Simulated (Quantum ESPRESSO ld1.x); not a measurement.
Species: the thallium ion Tl+. Configuration: [Xe] 4f14 5d9.5 6s2 6d0.5 (fractional occupations, a model configuration). Method: Dirac Kohn-Sham, LDA (Slater exchange, VWN5 correlation), spin-unpolarised, spherical densities, point nucleus; open shells are shared between the two j in proportion to 2j + 1; computed with ld1.x of Quantum ESPRESSO 7.5.

Normalised radial functions P(r) = r R(r) (large component), r in bohr:

```
   r/bohr * 5d5/2, o 6p3/2 (the largest magnitude, 0.939, reaches the edge; | marks zero, & curves that meet)
 0.001961                             &
 0.002319                             &
 0.002722                             &
  0.00322                             &
 0.003778                             &
  0.00447                             &
 0.005287                             &
 0.006205                             &
  0.00734                             &
 0.008613                             *o
  0.01019                             *o
  0.01205                             *o
  0.01414                             *o
  0.01673                             * o
  0.01963                             |*o
  0.02323                             |*o
  0.02748                             |*o
  0.03224                             | *o
  0.03814                             |  &
  0.04476                             | o *
  0.05295                             | o  *
  0.06213                             |o    *
   0.0735                             o       *
  0.08695                            o|        *
    0.102                          o  |        *
   0.1207                          o  |        *
   0.1416                         o   |      *
   0.1676                          o  |  *
   0.1982                           *o|
   0.2326                      *      | o
   0.2751                  *          |   o
   0.3229                *            |    o
    0.382                *            |    o
   0.4482                     *       | o
   0.5302                           o*|
   0.6272                        o    |       *
   0.7361                     o       |               *
   0.8707                     o       |                      *
    1.022                       o     |                          *
    1.209                            o|                          *
     1.43                             |    o                  *
    1.678                             |         o         *
    1.985                             |              &
    2.329                             |          *      o
    2.755                             |      *          o
    3.259                             |   *            o
    3.825                             | *           o
    4.525                             |*        o
     5.31                             *      o
    6.281                             *   o
    7.371                             * o
    8.719                             *o
    10.31                             &
     12.1                             &
    14.32                             &
     16.8                             &
    19.88                             &
```

5d5/2: eigenvalue -26.098 eV, 2 radial nodes at r = 0.188, 0.541 bohr, <r> = 1.38 bohr, 90 % of the charge inside 2.11 bohr. 6p3/2 (empty): eigenvalue -10.004 eV, 4 radial nodes at r = 0.0729, 0.207, 0.495, 1.25 bohr, <r> = 3.16 bohr, 90 % of the charge inside 4.70 bohr.
